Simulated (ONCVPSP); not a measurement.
## Configuration tests for W (Z = 74) (ONCV)

ONCVPSP 4.0.1 input, shortened (lines: element, Z, core and valence counts, functional; n l f; lmax; l rc ep ncon nbas qcut; lloc lpopt rc5 dvloc0; l nproj debl; icmod fcfact rcfact), PBEsol, scalar-relativistic:

```
  W 74.00   10    5  -116133      upf
    1    0    2.00
    2    0    2.00
    2    1    6.00
    3    0    2.00
    3    1    6.00
    3    2   10.00
    4    0    2.00
    4    1    6.00
    4    2   10.00
    4    3   14.00
    5    0    2.00
    5    1    6.00
    5    2    4.00
    6    0    1.50
    6    1    0.50
    2
    0    1.45    0.00    4    8    7.50
    1    2.40    0.00    4    8    6.70
    2    2.50    0.00    3    8    5.90
    4    2    1.10    2.00
    0    3    0.50
    1    2    3.60
    2    2    2.20
    3    5.00    1.30
```

Energies are relative to the spin-unpolarised reference configuration 5s2 5p6 5d4 6s1.5 6p0.5; without spin polarisation the order of configurations can differ from experiment.

(1) Give the all-electron excitation energy and the error of the potential for: 5s2 5p6 5d4 6s2 6p0; 5s2 5p6 5d4 6s1 6p0; 5s2 5p6 5d4 6s0 6p0; 5s2 5p5 5d4 6s2 6p0.

Answers

(1)

```csv
valence configuration,charge,ΔE all-electron (eV),error AE − PS (meV)
5s2 5p6 5d4 6s2 6p0,0,-2.239,+0.6
5s2 5p6 5d4 6s1 6p0,+1,6.686,-2.1
5s2 5p6 5d4 6s0 6p0,+2,22.382,-4.4
5s2 5p5 5d4 6s2 6p0,+1,46.737,-241
```
